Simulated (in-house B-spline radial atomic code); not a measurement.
**Ionising Sb¹⁰⁺ with different functionals**

Computed with a radial B-spline atomic code at the basis-set limit: scalar-relativistic (spin-free X2C) Hamiltonian, Fermi nucleus of rms radius 4.6802 fm, spin-polarised at highest spin, spherical fractional occupations for the functionals, the average over the highest-spin determinants for Hartree-Fock. The ionisation energy is the difference of two self-consistent energies, [Kr] 4d5 → [Kr] 4d4, without Breit or QED terms; ε is the level of the shell that loses the electron (its least bound occupied spin orbital). There is no spin-orbit coupling in this Hamiltonian.

Hybrids are left out here: with spherical fractional occupations of an open shell their exact exchange keeps a self-interaction that integer-occupation calculations don't have.

```
           method          rung  ΔSCF (eV)  -ε(4d) (eV)
     Hartree-Fock  Hartree-Fock     215.53       216.57
         LDA VWN5           LDA     215.73       203.57
         LDA PW92           LDA     215.71       203.56
LDA exchange-only           LDA     213.97       201.85
              PBE           GGA     215.79       203.64
           PBEsol           GGA     215.69       203.54
             BLYP           GGA     215.45       203.29
             RPBE           GGA     215.78       203.64
             PW91           GGA     215.88       203.73
             BP86           GGA     215.76       203.61
             AM05           GGA          ?            ?
             OLYP           GGA     216.61       204.43
             TPSS      meta-GGA     215.86       203.74
             SCAN      meta-GGA     216.68       204.67
           r2SCAN      meta-GGA          ?            ?
          revTPSS      meta-GGA     215.80       203.68
```

What does r2SCAN give?

ΔSCF 216.76 eV, and -ε(4d) = 204.75 eV.

What does AM05 give?

ΔSCF 215.63 eV, and -ε(4d) = 203.48 eV.

How do they compare with the NIST value?

NIST lists 214 eV ± 2.4 (tabulated theory, ground level to ground level). Errors run from -0.03 to +2.76 eV; all lie within about twice that uncertainty, so the table can't rank the methods. Hartree-Fock also lacks correlation.
